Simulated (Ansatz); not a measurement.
Geometry optimisation, RKS B3LYP-D4/def2-SVP (Ansatz 0.2.0).

The input (input.yaml):

```yaml
crystal:
  periodic: [false, false, false]
  atoms:
    - { symbol: F, position_ang: [-0.54104, -2.50002, 0.18949] }
    - { symbol: Ga, position_ang: [0.38363, -1.0423, 0.29071] }
    - { symbol: O, position_ang: [-0.67811, 0.35766, 0.03837] }
    - { symbol: S, position_ang: [-0.44811, 2.00883, 0.10351] }
    - { symbol: H, position_ang: [1.87621, -1.06265, 0.59272] }
    - { symbol: H, position_ang: [-0.59258, 2.23849, -1.21481] }
basis:
  gaussian: { orbitals: def2-SVP }
hamiltonian:
  xc: b3lyp
  dispersion: d4
relax:
  f_tol: 0.02
  max_steps: 50
```

Launched with:

```bash
$ ansatz run input.yaml --threads 2 --pin off --max-ram 3072MiB --backend cpu --events-out ev --progress --plain --runs-dir out
```

Question: Where does it end, and by what steps?

Answer: The run converged. After 8 steps the energy has fallen by 0.087 eV; H5 moved furthest, 0.27 Å.

```csv
step,energy less start (eV),largest force component (eV/Å),accepted
0,0.0000,0.589,yes
1,-0.0359,0.480,yes
2,-0.0662,0.308,yes
3,-0.0763,0.176,yes
4,-0.0811,0.128,yes
5,-0.0844,0.061,yes
6,-0.0858,0.086,yes
7,-0.0865,0.042,yes
8,-0.0869,0.019,yes
```

```xyz
6
Properties=species:S:1:pos:R:3
F -0.483 -2.569 0.250
Ga 0.302 -1.004 0.270
O -0.911 0.312 0.059
S -0.387 1.919 0.153
H 1.829 -0.843 0.450
H -0.350 2.186 -1.181
```

The run took 21 s on 2 threads of Arm Neoverse V1, with other jobs on the host, peak memory 0.18 GiB.
